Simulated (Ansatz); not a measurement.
Ansatz (an electronic-structure program) job for CH7FN2Si, SMILES F[Si@@H](N)NC, PBE-D3(BJ)/def2-SVP. 

Ansatz 0.2 input:
```yaml
crystal:
  periodic: [false, false, false]
  atoms:
    - {symbol: C, position_ang: [2.18559660, 0.02386856, 0.95622735]}
    - {symbol: N, position_ang: [1.05549479, -0.51902992, 0.22962988]}
    - {symbol: Si, position_ang: [-0.49705496, 0.17703658, 0.08417020]}
    - {symbol: N, position_ang: [-1.59181000, -1.08337678, -0.30205602]}
    - {symbol: F, position_ang: [-0.70345753, 1.23304356, -1.14642236]}
    - {symbol: H, position_ang: [1.83540026, 0.79468369, 1.66075043]}
    - {symbol: H, position_ang: [2.70030381, -0.74962613, 1.55365095]}
    - {symbol: H, position_ang: [2.93958195, 0.49995771, 0.30112818]}
    - {symbol: H, position_ang: [1.29246160, -1.26791039, -0.41616559]}
    - {symbol: H, position_ang: [-0.69793485, 0.99989339, 1.30895804]}
    - {symbol: H, position_ang: [-2.45902867, -0.87515573, -0.78602668]}
    - {symbol: H, position_ang: [-1.68026978, -1.90411103, 0.28674178]}
basis:
  gaussian:
    orbitals: def2-SVP
hamiltonian:
  xc: pbe
  dispersion: d3bj
relax: {f_tol: 0.002, max_steps: 200}
```

Log of the run:

```
WARN ansatz: RAYON_NUM_THREADS=2 ignored (pool sized by the plan → 2); use --threads N
Functional definition: PBE
integrals: 0.05 GiB planned
1252 factors; their error is unknown
mean field: 0.30 GiB planned
mean field evaluation 1: about -14693.8811 eV, gradient 8.6e1 eV
mean field evaluation 2: about -14657.5415 eV, gradient 1.5e2 eV
mean field evaluation 4: about -14708.8220 eV, gradient 1.2e1 eV
mean field evaluation 8: about -14709.0842 eV, gradient 1.9e-1 eV
mean field evaluation 16: about -14709.0053 eV, gradient 3.1e-4 eV
mean field -14709.00532224 eV, -540.5459754704 hartree, gradient 1.6e-5 eV, S^2 0.000000; 0 other end points of the search recorded, 0 dependent functions left out
the calculation of the forces begins
reference -14709.00535911 eV, -540.5459768253 hartree; 25, 25 occupied and 84, 84 virtual orbitals, 1252 factors
relax step   1: F+E_penalty+E_count = -14709.23417938 eV  Δ(F+E_penalty+E_count) = +0.000e0 eV  max|allowed force component| = 3.379e-1 eV/Å  Δτ_max = 0.0000 Å  (29 SCF iters, accepted)
these checks for a lower state are left out or cut short: starts, cluster_reference, orbital_swaps, neighbouring_geometries, increment
integrals: 0.05 GiB planned
1252 factors; their error is unknown
mean field: 0.30 GiB planned
mean field -14709.01847978 eV, -540.5464590009 hartree, gradient 1.8e-5 eV, S^2 0.000000; 0 other end points of the search recorded, 0 dependent functions left out
the calculation of the forces begins
reference -14709.01851671 eV, -540.5464603584 hartree; 25, 25 occupied and 84, 84 virtual orbitals, 1252 factors
relax step   2: F+E_penalty+E_count = -14709.24670343 eV  Δ(F+E_penalty+E_count) = -1.252e-2 eV  max|allowed force component| = 1.849e-1 eV/Å  Δτ_max = 0.0117 Å  (31 SCF iters, accepted)
these checks for a lower state are left out or cut short: starts, cluster_reference, orbital_swaps, neighbouring_geometries, increment
integrals: 0.05 GiB planned
1252 factors; their error is unknown
mean field: 0.30 GiB planned
mean field evaluation 32: about -14709.0217 eV, gradient 1.8e-5 eV
mean field -14709.02167224 eV, -540.5465763218 hartree, gradient 1.8e-5 eV, S^2 0.000000; 0 other end points of the search recorded, 0 dependent functions left out
the calculation of the forces begins
reference -14709.02170918 eV, -540.5465776793 hartree; 25, 25 occupied and 84, 84 virtual orbitals, 1252 factors
relax step   3: F+E_penalty+E_count = -14709.24947069 eV  Δ(F+E_penalty+E_count) = -2.767e-3 eV  max|allowed force component| = 4.528e-2 eV/Å  Δτ_max = 0.0108 Å  (32 SCF iters, accepted)
these checks for a lower state are left out or cut short: starts, cluster_reference, orbital_swaps, neighbouring_geometries, increment
integrals: 0.05 GiB planned
1252 factors; their error is unknown
mean field: 0.30 GiB planned
mean field -14709.02158858 eV, -540.5465732475 hartree, gradient 1.8e-5 eV, S^2 0.000000; 0 other end points of the search recorded, 0 dependent functions left out
the calculation of the forces begins
reference -14709.02162547 eV, -540.5465746032 hartree; 25, 25 occupied and 84, 84 virtual orbitals, 1252 factors
relax step   4: F+E_penalty+E_count = -14709.24964761 eV  Δ(F+E_penalty+E_count) = -1.769e-4 eV  max|allowed force component| = 3.564e-2 eV/Å  Δτ_max = 0.0137 Å  (31 SCF iters, accepted)
these checks for a lower state are left out or cut short: starts, cluster_reference, orbital_swaps, neighbouring_geometries, increment
integrals: 0.05 GiB planned
1252 factors; their error is unknown
mean field: 0.30 GiB planned
mean field -14709.02202246 eV, -540.5465891922 hartree, gradient 1.8e-5 eV, S^2 0.000000; 0 other end points of the search recorded, 0 dependent functions left out
the calculation of the forces begins
reference -14709.02205936 eV, -540.5465905481 hartree; 25, 25 occupied and 84, 84 virtual orbitals, 1252 factors
relax step   5: F+E_penalty+E_count = -14709.24993318 eV  Δ(F+E_penalty+E_count) = -2.856e-4 eV  max|allowed force component| = 1.295e-2 eV/Å  Δτ_max = 0.0071 Å  (31 SCF iters, accepted)
these checks for a lower state are left out or cut short: starts, cluster_reference, orbital_swaps, neighbouring_geometries, increment
integrals: 0.05 GiB planned
1252 factors; their error is unknown
mean field: 0.30 GiB planned
mean field -14709.02207452 eV, -540.5465911055 hartree, gradient 2.6e-5 eV, S^2 0.000000; 0 other end points of the search recorded, 0 dependent functions left out
the calculation of the forces begins
reference -14709.02211143 eV, -540.5465924616 hartree; 25, 25 occupied and 84, 84 virtual orbitals, 1252 factors
relax step   6: F+E_penalty+E_count = -14709.24996985 eV  Δ(F+E_penalty+E_count) = -3.667e-5 eV  max|allowed force component| = 5.801e-3 eV/Å  Δτ_max = 0.0025 Å  (23 SCF iters, accepted)
these checks for a lower state are left out or cut short: starts, cluster_reference, orbital_swaps, neighbouring_geometries, increment
integrals: 0.05 GiB planned
1252 factors; their error is unknown
mean field: 0.30 GiB planned
mean field -14709.02209156 eV, -540.5465917317 hartree, gradient 2.6e-5 eV, S^2 0.000000; 0 other end points of the search recorded, 0 dependent functions left out
the calculation of the forces begins
reference -14709.02212847 eV, -540.5465930879 hartree; 25, 25 occupied and 84, 84 virtual orbitals, 1252 factors
relax step   7: F+E_penalty+E_count = -14709.24998314 eV  Δ(F+E_penalty+E_count) = -1.330e-5 eV  max|allowed force component| = 3.102e-3 eV/Å  Δτ_max = 0.0025 Å  (22 SCF iters, accepted)
these checks for a lower state are left out or cut short: starts, cluster_reference, orbital_swaps, neighbouring_geometries, increment
integrals: 0.05 GiB planned
1252 factors; their error is unknown
mean field: 0.30 GiB planned
mean field evaluation 64: about -14709.0221 eV, gradient 1.8e-5 eV
mean field -14709.02208902 eV, -540.5465916382 hartree, gradient 1.8e-5 eV, S^2 0.000000; 0 other end points of the search recorded, 0 dependent functions left out
the calculation of the forces begins
reference -14709.02212592 eV, -540.5465929944 hartree; 25, 25 occupied and 84, 84 virtual orbitals, 1252 factors
relax step   8: F+E_penalty+E_count = -14709.24998464 eV  Δ(F+E_penalty+E_count) = -1.492e-6 eV  max|allowed force component| = 7.635e-4 eV/Å  Δτ_max = 0.0008 Å  (21 SCF iters, accepted)
integrals: 0.05 GiB planned
1252 factors; their error is unknown
mean field: 0.30 GiB planned
mean field -14709.02208902 eV, -540.5465916382 hartree, gradient 1.8e-5 eV, S^2 0.000000; 1 other end points of the search recorded, 0 dependent functions left out
the calculation of the forces begins
reference -14709.02212592 eV, -540.5465929944 hartree; 25, 25 occupied and 84, 84 virtual orbitals, 1252 factors
Total energy: -14709.25002154 eV, -540.5549680038 hartree
Atom 0 at     2.188639     0.020527     0.959513 Å, force    -0.000225     0.000296     0.000080 eV/Å
Atom 1 at     1.060092    -0.521648     0.226403 Å, force    -0.000636    -0.000400    -0.000763 eV/Å
Atom 2 at    -0.500681     0.182113     0.076792 Å, force    -0.000017    -0.000635     0.000184 eV/Å
Atom 3 at    -1.588802    -1.099458    -0.319867 Å, force     0.000098    -0.000612     0.000253 eV/Å
Atom 4 at    -0.710705     1.247348    -1.163179 Å, force    -0.000265     0.000249    -0.000007 eV/Å
Atom 5 at     1.832983     0.793664     1.671236 Å, force     0.000421    -0.000011     0.000192 eV/Å
Atom 6 at     2.708500    -0.757667     1.561724 Å, force     0.000179     0.000410    -0.000158 eV/Å
Atom 7 at     2.952344     0.505838     0.308337 Å, force     0.000211     0.000015     0.000377 eV/Å
Atom 8 at     1.294874    -1.269080    -0.432155 Å, force    -0.000264    -0.000125     0.000236 eV/Å
Atom 9 at    -0.700344     1.008887     1.313841 Å, force     0.000275     0.000142    -0.000020 eV/Å
Atom 10 at    -2.476191    -0.878549    -0.776452 Å, force     0.000377     0.000398    -0.000301 eV/Å
Atom 11 at    -1.681424    -1.902701     0.304394 Å, force    -0.000153     0.000274    -0.000073 eV/Å
Dipole moment:     0.023373    -0.412472     0.202650 e Å
```

The run converged.

Cost: roughly 40 core-seconds.
